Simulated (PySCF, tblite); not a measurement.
Isomers of C9H9 (doublet state), one GFN2-xTB conformer each. Single-point energies are computed at B3LYP/pcH-1 (PySCF, gas phase, no added dispersion term), electronic only. GFN2-xTB treats the open shell by occupation alone, and not every SCF solution was tested for stability.

Problem. Rank them by B3LYP/pcH-1 energy, lowest first (kJ/mol).
A. `[CH:1]#[C:2]/[CH:3]=[C:4]/[C@@H:5]([C:6]#[CH:7])[CH2:8][CH3:9]` (doublet state) with C3–C4–C5–C6 -8°, C4–C5–C8–C9 173°
B. `[CH:1]#[C:2][C@:3]1([CH2:4][CH:5]=[C:6]=[CH2:7])[CH:8][CH2:9]1` (doublet state) with C2–C3–C4–C5 -176°, C3–C4–C5–C6 -123°
C. `[CH:1]#[C:2][C:3](=[C:4]\[CH:5]=[CH2:6])/[CH:7]=[CH:8]\[CH3:9]` (doublet state) with C2–C3–C7–C8 169°

Solution. C (0.0), A (118.1), B (132.8).

As drawn, the highest has a three-membered ring and a quaternary carbon, which the lowest lacks. Neighbours under 21 kJ/mol apart (C#C/C=[C]/[C@@H](C#C)CC and C#C[C@]1(CC=C=C)[CH]C1) can change places with a better method, another conformer or zero-point energy. GFN2-xTB itself gives, in the same order: 0.0, 103.2, 106.4. Both levels put the same isomer lowest; measured from each level's own lowest isomer, the values differ by up to 26.4 kJ/mol (C#C[C@]1(CC=C=C)[CH]C1: 106.4 against 132.8).

Problem. What happens when harmonic zero-point energies from GFN2-xTB frequencies are added?

Solution. 
```json
{"SMILES": "C#CC(=[C]\\C=C)/C=C\\C", "ZPE (kJ/mol)": "363.2", "electronic (kJ/mol)": "0.0", "with ZPE (kJ/mol)": "0.0"}
{"SMILES": "C#C/C=[C]/[C@@H](C#C)CC", "ZPE (kJ/mol)": "363.2", "electronic (kJ/mol)": "118.1", "with ZPE (kJ/mol)": "118.0"}
{"SMILES": "C#C[C@]1(CC=C=C)[CH]C1", "ZPE (kJ/mol)": "363.1", "electronic (kJ/mol)": "132.8", "with ZPE (kJ/mol)": "132.6"}
```

The zero-point energies span 0.1 kJ/mol. The order is unchanged.
